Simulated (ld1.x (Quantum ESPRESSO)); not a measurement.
**Which change was made? (La, TM)**

* Element: lanthanum (La)
* Generator: ld1.x (Quantum ESPRESSO) 7.5
* Type: norm-conserving Troullier–Martins (Kleinman–Bylander form)
* Functional: PBE
* Relativity: fully relativistic
* Frozen core: [Xe]
* Valence charge: 3
* Reference configuration: 4f0 5d1 6s2 6p0
* Partial waves: 6s (bound): rc 3.90 bohr; 6p (bound, empty): rc 4.20 bohr; 5d (bound): rc 2.60 bohr; 4f (bound, empty): rc 0.90 bohr
* Local potential: all-electron potential smoothed inside 0.95 bohr (lloc = -2)
* Core correction: none

Open shells are filled in proportion to 2j + 1 (rel_dist='average').

Cutoffs, loose and tight: the cutoffs (Ry, on a coarse ladder) from which the occupation-weighted sum of valence levels, in a spherical-Bessel basis at the reference potential, stays within 10 and 1 mRy of its value at 400 Ry. They do not see the model core or the augmentation charge, which bear on the density cutoff. Test errors are all-electron minus pseudo excitation energies from the reference, over the configurations 4f0 5d1 6s1 6p0; 4f0 5d1 6s0 6p0; 4f0 5d1 6s1.5 6p0; 4f0 5d1 6s1 6p1; 4f0 5d0 6s2 6p0; 4f0 5d1 6s0 6p2; 4f0 5d1 6s0 6p1; variants that change the core or the reference have their own tests. The largest error is taken over the tests solved by every variant that gives reliable tests at all, those not shown here included: 4f0 5d0 6s2 6p0; 4f0 5d1 6s0 6p0; 4f0 5d1 6s1 6p0; 4f0 5d1 6s1.5 6p0.

The base gives: outcome: generated; cutoff, loose: 10 Ry; cutoff, tight: 12 Ry; bound ghosts: s, p1/2, p3/2; largest test error (meV): +185.

(1) After one change the result is: outcome: generated; cutoff, loose: 10 Ry; cutoff, tight: 12 Ry; bound ghosts: s, p3/2; largest test error (meV): +185. Which change was it?
A. local potential all-electron potential smoothed inside 1.84 bohr (lloc = -2)
B. local potential the d channel
C. wave 5d (bound): rc 2.60 bohr becomes 5d (bound): rc 1.66 bohr

Results:

(1) B. The others give: wave 5d (bound): rc 2.60 bohr becomes 5d (bound): rc 1.66 bohr → outcome: generated; cutoff, loose: 12 Ry; cutoff, tight: 55 Ry; bound ghosts: s, p1/2, p3/2; largest test error (meV): +180 | local potential all-electron potential smoothed inside 1.84 bohr (lloc = -2) → outcome: generated; cutoff, loose: 10 Ry; cutoff, tight: 12 Ry; bound ghosts: s, p3/2, p1/2; largest test error (meV): +184.
